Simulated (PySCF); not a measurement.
Orbital levels and atomic charges: C5H2F10

System: C5H2F10 (one of a series of oligomers), SMILES FC(F)C(F)(F)C(F)(F)C(F)(F)C(F)F.

Cartesian coordinates (Å):
```
  1 F    -2.046    0.008   -2.175
  2 C    -2.285    0.360   -0.906
  3 F    -2.947    1.524   -0.922
  4 C    -0.952    0.544   -0.131
  5 F    -0.217    1.546   -0.649
  6 F    -1.248    0.905    1.135
  7 C    -0.107   -0.765   -0.109
  8 F    -0.915   -1.763    0.314
  9 F     0.278   -1.081   -1.352
 10 C     1.141   -0.714    0.828
 11 F     1.718   -1.926    0.808
 12 F     0.728   -0.504    2.096
 13 C     2.180    0.385    0.466
 14 F     2.396    0.424   -0.856
 15 F     3.344    0.089    1.058
 16 H    -2.911   -0.405   -0.418
 17 H     1.845    1.375    0.812
```

Method: CAM-B3LYP/6-31G*, gas phase, PySCF, fitting set def2-universal-JFIT up to Ne and JKFIT beyond, grid level 1.

Q: Give the orbital energies near the gap.

A: 
```csv
orbital,eV
HOMO-4,-13.23
HOMO-3,-13.07
HOMO-2,-12.51
HOMO-1,-11.47
HOMO,-10.85
LUMO,2.25
LUMO+1,2.45
LUMO+2,3.64
LUMO+3,3.76
```

Q: Give the partial charges of the non-hydrogen atoms.

A: 
```json
{"atom": "F1", "Mulliken": "-0.28", "IAO": "-0.28", "Hirshfeld": "-0.09"}
{"atom": "C2", "Mulliken": "0.47", "IAO": "0.44", "Hirshfeld": "0.14"}
{"atom": "F3", "Mulliken": "-0.28", "IAO": "-0.28", "Hirshfeld": "-0.09"}
{"atom": "C4", "Mulliken": "0.54", "IAO": "0.52", "Hirshfeld": "0.16"}
{"atom": "F5", "Mulliken": "-0.29", "IAO": "-0.27", "Hirshfeld": "-0.08"}
{"atom": "F6", "Mulliken": "-0.29", "IAO": "-0.28", "Hirshfeld": "-0.09"}
{"atom": "C7", "Mulliken": "0.55", "IAO": "0.52", "Hirshfeld": "0.16"}
{"atom": "F8", "Mulliken": "-0.30", "IAO": "-0.28", "Hirshfeld": "-0.08"}
{"atom": "F9", "Mulliken": "-0.28", "IAO": "-0.26", "Hirshfeld": "-0.08"}
{"atom": "C10", "Mulliken": "0.55", "IAO": "0.53", "Hirshfeld": "0.16"}
{"atom": "F11", "Mulliken": "-0.29", "IAO": "-0.26", "Hirshfeld": "-0.08"}
{"atom": "F12", "Mulliken": "-0.30", "IAO": "-0.28", "Hirshfeld": "-0.09"}
{"atom": "C13", "Mulliken": "0.46", "IAO": "0.43", "Hirshfeld": "0.14"}
{"atom": "F14", "Mulliken": "-0.28", "IAO": "-0.28", "Hirshfeld": "-0.09"}
{"atom": "F15", "Mulliken": "-0.28", "IAO": "-0.28", "Hirshfeld": "-0.09"}
```
